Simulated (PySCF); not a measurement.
# How methods differ on the ionisation energy of Cr

Cr [Ar] 3d5 4s1 (7S) → Cr⁺ [Ar] 3d5 (6S), as a difference of total energies. Computed with PySCF 2.14 in x2c-TZVPall (6s5p4d1f, 48 functions), with the spin-free X2C one-electron Hamiltonian (Gaussian nucleus). Correlated levels: valence: [Ar] frozen. The calculations carry no spin-orbit coupling.

```csv
method,ionisation energy (eV)
UHF,6.016
TPSS,7.242
MP2 (valence),6.408
SCS-MP2 (valence),6.147
```

**Question.** How much does correlation contribute at MP2 (valence)?

**Answer.** 6.408 − (6.016) = 0.392 eV, measured against UHF.

Errors of the correlated levels include the incompleteness of this basis and the frozen core.

For comparison: 6.767 eV (measured; NIST Atomic Spectra Database, ionization energies).
